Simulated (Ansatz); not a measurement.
Compare A (`C[SiH](C)[AlH2]`) with its isomer B (`C[CH2][AlH][SiH3]`).

Isolated molecules relaxed with PBE0-D4/def2-TZVP in Ansatz; ΔE leaves out vibrations. CBS: MP2 limit from def2 TZ/QZ plus the TZ coupled-cluster correction, frozen cores. Functionals use def2-TZVPP. B3LYP here is the variant with VWN-RPA as its local correlation; programs differ in this. Each species was taken in one conformer, which may not be the lowest.

(1) Which is lower in electronic energy at CCSD(T)/CBS, and by how much? (Best estimate.)

(2) Give E(B) − E(A) in kJ/mol with CCSD/def2-TZVPP, B3LYP-D4, ωB97M-V, HF/def2-TZVPP, CCSD(T)/def2-TZVPP, PBE0-D4, MP2/def2-TZVPP. (Estimate.)

Largest T1 diagnostic: 0.011.

Results:

(1) Ansatz gave: A, by 42.3 kJ/mol.

(2) The calculation gave: CCSD/def2-TZVPP 40.4, B3LYP-D4 41.3, ωB97M-V 43.0, HF/def2-TZVPP 41.2, CCSD(T)/def2-TZVPP 40.5, PBE0-D4 42.1, MP2/def2-TZVPP 43.8. None reverses the order clearly.
